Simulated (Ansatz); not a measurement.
`B1O[SiH2]1` and `F[SiH]1BO1` differ in one atom or group.

Ansatz, PBE0-D4/def2-TZVP geometries, multiplicity 1. 

| property | `B1O[SiH2]1` |
| --- | --- |
| LUMO energy (PBE/def2-TZVPP) / eV | -2.04 |
| vertical ionisation energy (CCSD(T)/CBS(def2)) / eV | 9.60 |
| HOMO energy (PBE/def2-TZVPP) / eV | -5.98 |
| HOMO–LUMO gap (PBE0/def2-TZVPP) / eV | 6.10 |
| HOMO energy (B3LYP/def2-TZVPP) / eV | -6.92 |
| LUMO energy (B3LYP/def2-TZVPP) / eV | -1.22 |

(1) What does the change do to each property? (Estimate.)

## Answers

(1) Ansatz gave: 
```json
{"property": "LUMO energy (PBE/def2-TZVPP) / eV", "`F[SiH]1BO1`": "-2.39", "shift": "-0.35"}
{"property": "vertical ionisation energy (CCSD(T)/CBS(def2)) / eV", "`F[SiH]1BO1`": "9.96", "shift": "0.36"}
{"property": "HOMO energy (PBE/def2-TZVPP) / eV", "`F[SiH]1BO1`": "-6.16", "shift": "-0.18"}
{"property": "HOMO–LUMO gap (PBE0/def2-TZVPP) / eV", "`F[SiH]1BO1`": "6.00", "shift": "-0.10"}
{"property": "HOMO energy (B3LYP/def2-TZVPP) / eV", "`F[SiH]1BO1`": "-7.18", "shift": "-0.26"}
{"property": "LUMO energy (B3LYP/def2-TZVPP) / eV", "`F[SiH]1BO1`": "-1.59", "shift": "-0.37"}
```

With PBE0 the HOMO falls by 0.26 eV and the LUMO falls by 0.36 eV, so the gap narrows by about 0.10 eV. PBE moves the HOMO by -0.18 eV and ωB97M-V by -0.27 eV.

B3LYP here is the variant with VWN-RPA as its local correlation; programs differ in this.
